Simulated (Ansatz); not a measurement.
Consider the cleavage of the Zn–B bond: `[BH2][Zn][F]` + HCl → `[F][Zn][Cl]` + BH₃.

Computed with Ansatz on PBE0-D4/def2-TZVP structures; ΔE is electronic, products minus reactants. CCSD(T)/CBS adds triple-zeta CCSD(T) − MP2 to the extrapolated MP2 energy (def2 sets, frozen cores). This one scheme is used for every species. DFT in def2-TZVPP. For Zn outer-core shells are correlated without core-valence functions, which leaves a few kJ/mol of doubt a bond. Scalar relativity is left out up to krypton.

CCSD(T)/CBS gives -29.9 kcal/mol.

Q: Another level gave -28.9 kcal/mol. Which?
A. ωB97M-V/def2-TZVPP
B. MP2/def2-TZVPP
C. BLYP-D4/def2-TZVPP
D. HF/def2-TZVPP

A: B. MP2/def2-TZVPP -28.9, ωB97M-V -27.3, BLYP-D4 -24.2, HF/def2-TZVPP -37.8 kcal/mol.

Largest T1 diagnostic among the species: 0.016.

From BLYP to BHLYP (50 % exact exchange), in def2-TZVPP and without D4, ΔE moves by −6.7 kcal/mol. Leaving LDA and LC-ωPBE aside and taking each functional with its dispersion term where it has one, the values, not all of them listed here, spread over 7.9 kcal/mol, from BHLYP-D4 to PBE-D4. LDA lies +1.9 kcal/mol from PBE without D4.
